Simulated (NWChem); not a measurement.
System: C$_{2}$H$_{6}$AlF; SMILES [CH3][Al]([CH3])[F]

Input file for NWChem:

```
start job
memory heap 200 mb stack 900 mb global 1100 mb
geometry units angstroms noautoz
  Al    -0.042394    -0.003553     0.090130
  C      0.801443     1.764126     0.031021
  H      1.884435     1.712089    -0.129932
  H      0.628506     2.313168     0.965972
  H      0.373078     2.377004    -0.772941
  C      0.824728    -1.750654    -0.099474
  H      0.405244    -2.307106    -0.947931
  H      0.658125    -2.370417     0.791378
  H      1.907092    -1.672600    -0.254023
  F     -1.695151    -0.023463     0.330420
end
basis spherical
  * library 3-21g
end
dft
  xc pbe0
  iterations 150
  mulliken
end
task dft gradient
```

NWChem printed, in part:

```
             Northwest Computational Chemistry Package (NWChem) 7.3.0
             --------------------------------------------------------

 C2V symmetry detected

                             Geometry "geometry" -> ""
                             -------------------------

 Output coordinates in angstroms (scale by  1.889725989 to convert to a.u.)

  No.       Tag          Charge          X              Y              Z
 ---- ---------------- ---------- -------------- -------------- --------------
    1 Al                  13.0000     0.00000000     0.00000000    -0.03794044
    2 C                    6.0000     1.75863936     0.00000000     0.82659155
    3 H                    1.0000     1.69351919     0.00000000     1.92077898
    4 H                    1.0000     2.34360476     0.87936659     0.52657505
    5 H                    1.0000     2.34360476    -0.87936659     0.52657505
    6 C                    6.0000    -1.75863936     0.00000000     0.82659155
    7 H                    1.0000    -2.34360476    -0.87936659     0.52657505
    8 H                    1.0000    -2.34360476     0.87936659     0.52657505
    9 H                    1.0000    -1.69351919     0.00000000     1.92077898
   10 F                    9.0000     0.00000000     0.00000000    -1.70819233

 Effective nuclear repulsion energy (a.u.)     152.2369815544

      Symmetry information
      --------------------

 Group name             C2v
 Group number             16
 Group order               4
 No. of unique centers     5

                                 NWChem DFT Module
                                 -----------------

 Summary of "ao basis" -> "ao basis" (spherical)
 ------------------------------------------------------------------------------
       Tag                 Description            Shells   Functions and Types
 ---------------- ------------------------------  ------  ---------------------
 Al                          3-21g                   7       13   4s3p
 C                           3-21g                   5        9   3s2p
 H                           3-21g                   2        2   2s
 F                           3-21g                   5        9   3s2p

      Symmetry analysis of basis
      --------------------------

        a1         23
        a2          4
        b1         16
        b2          9

            General Information
            -------------------
          SCF calculation type: DFT
          Wavefunction type:  closed shell.
          No. of atoms     :    10
          No. of electrons :    40
           Alpha electrons :    20
            Beta electrons :    20
          Charge           :     0
          Spin multiplicity:     1
          Use of symmetry is: on ; symmetry adaption is: on
          Maximum number of iterations: 150
          AO basis - number of functions:    52
                     number of shells:    34
          Convergence on energy requested:  1.00D-06
          Convergence on density requested:  1.00D-05
          Convergence on gradient requested:  5.00D-04

              XC Information
              --------------
                         PBE0 Method XC Functional
                     Hartree-Fock (Exact) Exchange  0.250
          PerdewBurkeErnzerhof Exchange Functional  0.750
            Perdew 1991 LDA Correlation Functional  1.000 local
           PerdewBurkeErnz. Correlation Functional  1.000 non-local

             Grid Information
             ----------------
          Grid used for XC integration:  medium
          Radial quadrature: Mura-Knowles
          Angular quadrature: Lebedev.
          Tag              B.-S. Rad. Rad. Pts. Rad. Cut. Ang. Pts.
          ---              ---------- --------- --------- ---------
          Al                  1.25       88           8.0       590
          C                   0.70       49          10.0       434
          H                   0.35       45          11.0       434
          F                   0.50       49          10.0       434
          Grid pruning is: on
          Number of quadrature shells:   276
          Spatial weights used:  Erf1

      Superposition of Atomic Density Guess
      -------------------------------------

 Sum of atomic energies:        -417.31766197

      Non-variational initial energy
      ------------------------------

 Total energy =    -418.676553
 1-e energy   =    -879.462715
 2-e energy   =     308.549181
 HOMO         =      -0.326444
 LUMO         =       0.024276

      Symmetry analysis of molecular orbitals - initial
      -------------------------------------------------

  Numbering of irreducible representations:

     1 a1          2 a2          3 b1          4 b2

  Orbital symmetries:

[...]

                         DFT ENERGY GRADIENTS

    atom               coordinates                        gradient
                 x          y          z           x          y          z
   1 Al      0.000000   0.000000  -0.071697    0.000000   0.000000  -0.006963
   2 C       3.323346   0.000000   1.562032   -0.002137   0.000000  -0.000871
   3 H       3.200287   0.000000   3.629746    0.000948   0.000000  -0.000452
   4 H       4.428771   1.661762   0.995083   -0.000266  -0.000900   0.000570
   5 H       4.428771  -1.661762   0.995083   -0.000266   0.000900   0.000570
   6 C      -3.323346   0.000000   1.562032    0.002137   0.000000  -0.000871
   7 H      -4.428771  -1.661762   0.995083    0.000266   0.000900   0.000570
   8 H      -4.428771   1.661762   0.995083    0.000266  -0.000900   0.000570
   9 H      -3.200287   0.000000   3.629746   -0.000948   0.000000  -0.000452
  10 F       0.000000   0.000000  -3.228015    0.000000   0.000000   0.007329
```

Level: PBE0/3-21G. Coordinates come from a B3LYP/6-31G* (spherical d) optimisation.
